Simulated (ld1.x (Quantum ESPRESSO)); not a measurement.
How hard is this thulium (Tm) PAW potential?

ld1.x (Quantum ESPRESSO) 7.5 input, shortened:

```
&input
   title='Tm', zed=69., rel=1, dft='PBESOL', iswitch=3,
   config='[Xe] 4f13 5d0 6s2 6p0'
 /
 &inputp
   pseudotype=3, lpaw=.true., tm=.true., lloc=-1, rcloc=3.10,
   nlcc=.true., rcore=1.10,
   which_augfun='BESSEL', rmatch_augfun=0.85
 /
8
5S  1  0   2.00   0.00  1.60  2.10  0.0
6S  2  0   2.00   0.00  1.60  2.10  0.0
5P  2  1   6.00   0.00  2.50  2.90  0.0
6P  3  1   0.00   0.00  2.50  2.90  0.0
5D  3  2   0.00   0.00  3.05  3.25  0.0
5D  3  2   0.00   2.25  3.05  3.25  0.0
4F  4  3  13.00   0.00  0.90  1.20  0.0
4F  4  3   0.00   4.10  0.90  1.20  0.0
 &test
   configts(1)='4f13 5s2 5p6 5d0 6s2 6p0'
 /
```

The pseudo-atom Hamiltonian at the reference potential is diagonalised in spherical Bessel functions j_l(qr) that vanish at 20 bohr, with q² up to the cutoff. All-electron valence levels (Ry): 5s -3.9264, 6s -0.2861, 5p -1.9798, 6p -0.0808, 5d -0.0590, 4f -0.2306.

Question: How do the lowest levels (Ry) of each channel move with the cutoff, and are there ghosts?

Answer:

```tsv
cutoff (Ry)	s #1	s #2	p #1	p #2	p #3	d #1	f #1	Σ f·Δε (mRy)
8	-3.8997	-0.2467	-1.9774	-0.0534	0.0607	-0.0585	0.0987	4427.5
18	-3.9260	-0.2842	-1.9797	-0.0802	0.0498	-0.0590	0.0987	4286.0
30	-3.9264	-0.2860	-1.9798	-0.0807	0.0496	-0.0590	0.0987	4281.3
50	-3.9264	-0.2861	-1.9798	-0.0807	0.0496	-0.0590	0.0986	4280.1
80	-3.9264	-0.2861	-1.9798	-0.0808	0.0496	-0.0590	-0.2177	167.6
120	-3.9264	-0.2861	-1.9798	-0.0808	0.0496	-0.0590	-0.2293	17.7
180	-3.9264	-0.2861	-1.9798	-0.0808	0.0496	-0.0590	-0.2304	2.5
300	-3.9264	-0.2861	-1.9798	-0.0808	0.0496	-0.0590	-0.2306	0.1
400	-3.9264	-0.2861	-1.9798	-0.0808	0.0496	-0.0590	-0.2306	0.0
```

Result: no extra level below or beside the all-electron valence levels (s, p, d, f tested); 10 mRy is reached at 140 Ry and 1 mRy at 230 Ry.

Test run stopped at test 2 of 7 (negative rho).
